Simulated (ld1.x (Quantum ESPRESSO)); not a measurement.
**hafnium (Hf) TM: all-electron and pseudo phase curves**

```json
{
  "Element": "Hf (Z = 72)",
  "Generator": "ld1.x (Quantum ESPRESSO) 7.5",
  "Type": "norm-conserving Troullier–Martins (Kleinman–Bylander form)",
  "Functional": "PBE",
  "Relativity": "fully relativistic",
  "Frozen core": "[Kr] 4d10 4f14",
  "Valence charge": "12",
  "Reference configuration": "5s2 5p6 5d2 6s0 6p0 (charge +2)",
  "Partial waves": "5p (bound): rc 1.95 bohr; 5d (bound): rc 1.80 bohr; 5s (bound): rc 1.75 bohr",
  "Local potential": "the s channel",
  "Core correction": "Bessel-smoothed model core inside 0.90 bohr"
}
```

Open shells are filled in proportion to 2j + 1 (rel_dist='average').

The phase is arctan(r·u′/u) with u = r·R(r), unwrapped; energies in Ry, scanned from -8 to 5 Ry. A pole is an energy at which the radial function vanishes at the test radius. The pseudo phase is shifted by a multiple of π to meet the all-electron one at the reference energy, and phase errors are pseudo minus all-electron; the curves can meet again beyond the range given. Levels narrower than the energy grid can be missing from the lists of poles.

Question: For each channel, where are the poles, and over which energies does the pseudopotential scatter like the atom?

Answer:

| channel | radius (bohr) | reference energy (Ry) | poles, all-electron | poles, pseudo | unbroken range about the reference energy with phases within 0.05 rad | phase error 1 Ry above the reference energy (rad) |
| --- | --- | --- | --- | --- | --- | --- |
| s | 2.15 | -6.02 | -5.78 | -5.79, 2.45 | below -2.6 | -0.005 |
| p1/2 | 2.15 | -4.13 | -3.68 | -3.69, 3.41 | below -1.5 | -0.008 |
| p3/2 | 2.15 | -3.56 | -2.92 | -2.92 | below 0.2 | -0.003 |
| d3/2 | 2.15 | -1.25 | 0.48 | 0.48 | the whole range | -0.000 |
| d5/2 | 2.15 | -1.21 | 0.63 | 0.62 | below 4.4 | -0.001 |

Phases in the p1/2 channel:

```tsv
E (Ry)	all-electron	pseudo
-8.00	1.363	1.362
-7.52	1.350	1.349
-7.04	1.334	1.332
-6.56	1.313	1.310
-6.08	1.282	1.278
-5.60	1.230	1.226
-5.12	1.119	1.112
-4.64	0.650	0.632
-4.16	-1.215	-1.215
-3.68	-1.572	-1.575
-3.20	-1.676	-1.684
-2.72	-1.735	-1.748
-2.24	-1.782	-1.804
-1.76	-1.827	-1.864
-1.28	-1.878	-1.942
-0.80	-1.943	-2.066
-0.32	-2.033	-2.303
0.16	-2.173	-2.861
0.64	-2.420	-3.746
1.12	-2.879	-4.236
1.60	-3.520	-4.447
2.08	-3.993	-4.559
2.56	-4.247	-4.630
3.04	-4.390	-4.681
3.52	-4.479	-4.721
4.00	-4.540	-4.756
4.48	-4.585	-4.789
4.96	-4.619	-4.823
```
